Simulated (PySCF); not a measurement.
Molfile (atoms numbered from 1):
```
C11H19O2
     RDKit          3D

 32 33  0  0  0  0  0  0  0  0999 V2000
   -3.2322   -1.9742    0.9381 C   0  0  0  0  0  0  0  0  0  0  0  0
   -2.1095   -1.7029   -0.0490 C   0  0  0  0  0  0  0  0  0  0  0  0
   -1.4506   -0.3475    0.1793 C   0  0  0  0  0  0  0  0  0  0  0  0
   -0.3406   -0.0482   -0.7945 C   0  0  2  0  0  0  0  0  0  0  0  0
    0.7594   -1.0113   -0.5925 O   0  0  0  0  0  0  0  0  0  0  0  0
    1.8556   -0.3900   -0.4032 C   0  0  0  0  0  0  0  0  0  0  0  0
    3.1196   -1.0971   -0.1306 C   0  0  0  0  0  0  0  0  0  0  0  0
    3.0706   -2.5993   -0.3426 C   0  0  0  0  0  0  0  0  0  0  0  0
    1.7935    0.8814   -0.4456 O   0  0  0  0  0  0  0  0  0  0  0  0
    0.3896    1.3140   -0.6683 C   0  0  2  0  0  0  0  0  0  0  0  0
   -0.0265    2.2357    0.4187 C   0  0  0  0  0  0  0  0  0  0  0  0
    0.3722    3.6836    0.3417 C   0  0  0  0  0  0  0  0  0  0  0  0
   -1.0457    3.3016    0.0951 C   0  0  0  0  0  0  0  0  0  0  0  0
   -4.0247   -1.2132    0.8649 H   0  0  0  0  0  0  0  0  0  0  0  0
   -2.8648   -1.9748    1.9763 H   0  0  0  0  0  0  0  0  0  0  0  0
   -3.6950   -2.9532    0.7501 H   0  0  0  0  0  0  0  0  0  0  0  0
   -1.3465   -2.4959    0.0216 H   0  0  0  0  0  0  0  0  0  0  0  0
   -2.4985   -1.7445   -1.0812 H   0  0  0  0  0  0  0  0  0  0  0  0
   -2.1936    0.4605    0.0703 H   0  0  0  0  0  0  0  0  0  0  0  0
   -1.0675   -0.2716    1.2103 H   0  0  0  0  0  0  0  0  0  0  0  0
   -0.6733   -0.2234   -1.8275 H   0  0  0  0  0  0  0  0  0  0  0  0
    3.8932   -0.5974   -0.7381 H   0  0  0  0  0  0  0  0  0  0  0  0
    3.3768   -0.8326    0.9130 H   0  0  0  0  0  0  0  0  0  0  0  0
    2.3149   -3.0732    0.2987 H   0  0  0  0  0  0  0  0  0  0  0  0
    2.8447   -2.8518   -1.3879 H   0  0  0  0  0  0  0  0  0  0  0  0
    4.0475   -3.0333   -0.0935 H   0  0  0  0  0  0  0  0  0  0  0  0
    0.4149    1.8424   -1.6316 H   0  0  0  0  0  0  0  0  0  0  0  0
   -0.0821    1.7864    1.4143 H   0  0  0  0  0  0  0  0  0  0  0  0
    0.9774    4.0046   -0.5104 H   0  0  0  0  0  0  0  0  0  0  0  0
    0.6269    4.1763    1.2823 H   0  0  0  0  0  0  0  0  0  0  0  0
   -1.7945    3.5191    0.8597 H   0  0  0  0  0  0  0  0  0  0  0  0
   -1.4246    3.3597   -0.9295 H   0  0  0  0  0  0  0  0  0  0  0  0
  1  2  1  0
  2  3  1  0
  3  4  1  0
  4  5  1  0
  5  6  1  0
  6  7  1  0
  7  8  1  0
  6  9  1  0
  9 10  1  0
 10 11  1  0
 11 12  1  0
 12 13  1  0
 10  4  1  0
 13 11  1  0
  1 14  1  0
  1 15  1  0
  1 16  1  0
  2 17  1  0
  2 18  1  0
  3 19  1  0
  3 20  1  0
  4 21  1  6
  7 22  1  0
  7 23  1  0
  8 24  1  0
  8 25  1  0
  8 26  1  0
 10 27  1  6
 11 28  1  0
 12 29  1  0
 12 30  1  0
 13 31  1  0
 13 32  1  0
M  CHG  1   6   1
M  END
```

Geometry: PBE0-D3(BJ)/def2-SVP; GIAO shifts from PySCF 2.14, gas phase, non-relativistic, averaged over equivalent atoms.

At PBE0/pcSseg-1 (316 basis functions):
```
      atoms  δ (ppm)
         C6    197.8
        C10    101.8
         C4     93.5
         C3     34.7
         C7     26.2
         C2     23.2
         C1     15.1
        C11     10.1
        C12      8.2
        C13      7.7
         C8      6.7
         O9    288.3
         O5    287.3
        H21     5.07
        H27     4.34
        H22     3.10
        H23     3.03
        H19     1.80
        H17     1.71
        H20     1.65
H24/H25/H26     1.56
        H18     1.53
        H30     1.45
H14/H15/H16     1.34
        H31     1.31
        H29     0.97
        H28     0.91
        H32     0.60
```

References, each an isolated molecule treated in the same way: TMS for 13C (σref 184.41), 1H (σref 31.27); H2O for 17O (σref 334.56).

**Question.** Estimate the result of repeating the calculation with PBE/pcSseg-1.

**Answer.** 
| atoms | δ at PBE/pcSseg-1 | change |
| --- | --- | --- |
| C6 | 191.5 | -6.3 |
| C10 | 105.3 | +3.5 |
| C4 | 96.5 | +3.0 |
| C3 | 36.7 | +2.0 |
| C7 | 27.2 | +1.0 |
| C2 | 25.2 | +2.0 |
| C1 | 15.7 | +0.6 |
| C11 | 12.0 | +1.9 |
| C12 | 9.5 | +1.3 |
| C13 | 9.4 | +1.7 |
| C8 | 6.9 | +0.2 |
| O9 | 301.1 | +12.8 |
| O5 | 300.1 | +12.8 |
| H21 | 5.19 | +0.12 |
| H27 | 4.43 | +0.09 |
| H22 | 3.11 | +0.01 |
| H23 | 3.07 | +0.04 |
| H19 | 1.91 | +0.11 |
| H17 | 1.77 | +0.06 |
| H20 | 1.73 | +0.08 |
| H24/H25/H26 | 1.50 | -0.06 |
| H18 | 1.59 | +0.06 |
| H30 | 1.45 | +0.00 |
| H14/H15/H16 | 1.34 | +0.00 |
| H31 | 1.33 | +0.02 |
| H29 | 0.96 | -0.01 |
| H28 | 0.99 | +0.08 |
| H32 | 0.65 | +0.05 |

Chemical shifts δ = σref − σ; 13C (σ = 180.03 ppm), 1H (σ = 31.20 ppm) against TMS; 17O (σ = 334.63 ppm) against H2O, all at this level.

The largest change is at O5 (ether oxygen). Cost: 316 basis functions. The order of the carbon signals is the same at both levels.

Unscaled 17O shifts of doubly bonded oxygen tend to come out too high, by tens of ppm or more. Experimental scales use liquid or dissolved standards, which lie at an offset from isolated H2O (liquid H2O: subtract about 36 ppm).
